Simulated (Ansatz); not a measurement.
Calculated with Ansatz (gas phase, PBE0-D4/def2-TZVP geometries, no zero-point term in ΔE). CCSD(T)/CBS is the MP2 limit (def2-TZVPP, def2-QZVPP) plus CCSD(T) − MP2 in def2-TZVPP, frozen cores. This one scheme is used for every species. Functionals use def2-TZVPP. For Ge outer-core shells are correlated without core-valence functions, which leaves a few kJ/mol of doubt a bond. Scalar relativity is left out up to krypton. One conformer a species, not always the lowest.

`N=[C](O)[GeH2][NH2]` + H–F → `[NH2][GeH2][F]` + `N=CO`  (ligand exchange at a Ge–C bond)

| level | ΔE (kJ/mol) |
| --- | --- |
| r2SCAN-D4 | -99.9 |
| ωB97X-V | -101.9 |
| B2PLYP | -103.3 |
| PBE | -95.3 |
| PBE0 | -96.7 |
| CCSD/def2-TZVPP | -95.2 |
| SCS-MP2/def2-QZVPP | -97.4 |
| HF/CBS(def2) | -128.0 |

Problem. What does CCSD(T)/CBS give? (Best estimate.)

Solution. The calculation gave: -89.1 kJ/mol. The listed levels differ from it by -10.8, -12.8, -14.2, -6.2, -7.6, -6.1, -8.3, -38.9 kJ/mol.

Largest T1 diagnostic among the species: 0.014.

The D4 term adds +9.7 kJ/mol with B3LYP and +5.5 kJ/mol with PBE0; it sums over pairs of atoms, weighted by their polarisabilities, and B3LYP, whose exchange is more repulsive, gets the larger term. In def2-TZVPP, CCSD(T) changes the Hartree–Fock value by +34.5 kJ/mol (the triples alone add +4.4 kJ/mol) and MP2 by +36.1 kJ/mol.

B3LYP here is the variant with VWN-RPA as its local correlation; programs differ in this.
